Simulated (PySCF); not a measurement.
C₆ coefficients of unlike pairs at revPBE

Calculated with PySCF 2.14 from the dipole response of each species, C₆(A,B) = (3/π) ∫ α_A(iu) α_B(iu) du, in atomic units, from isotropic polarisabilities. For ions this is the dispersion term alone; charge-induced terms of lower order in 1/R come first.

```csv
species,configuration,basis,relativity,α (bohr³),C₆ (like pair)
In³⁺,[Kr] 4d10 (1S),aug-cc-pV5Z-PP with ECP28MDF (8s8p6d4f3g2h),core potential,3.262,12.77
Ne³⁺,[He] 2s2 2p3 (4S),aug-cc-pVDZ (4s3p2d),none,0.6894,0.6034
Ge²⁺,[Ar] 3d10 4s2 (1S),"aug-cc-pVQZ-PP with one added diffuse shell each of s, p, d, f, g type with ECP10MDF (8s7p6d4f3g)",core potential,10.48,39.92
Kr²⁺,[Ar] 3d10 4s2 4p4 (3P),"x2c-TZVPPall with one added diffuse shell each of s, p, d type (7s6p5d1f)",spin-free X2C,7.492,36.42
```

Problem. Estimate C₆ for Ge²⁺ with In³⁺.

Solution. The integral gives 19.59. The combination rule 2 C_A C_B / (C_A α_B/α_A + C_B α_A/α_B) gives 19.07 and the geometric mean 22.57.

No spin-orbit coupling is included.

The other pairs:

```csv
pair,C₆
"Kr²⁺, In³⁺",20.48
"Kr²⁺, Ge²⁺",36.95
"Ne³⁺, In³⁺",2.765
"Kr²⁺, Ne³⁺",4.353
"Ge²⁺, Ne³⁺",4.155
```
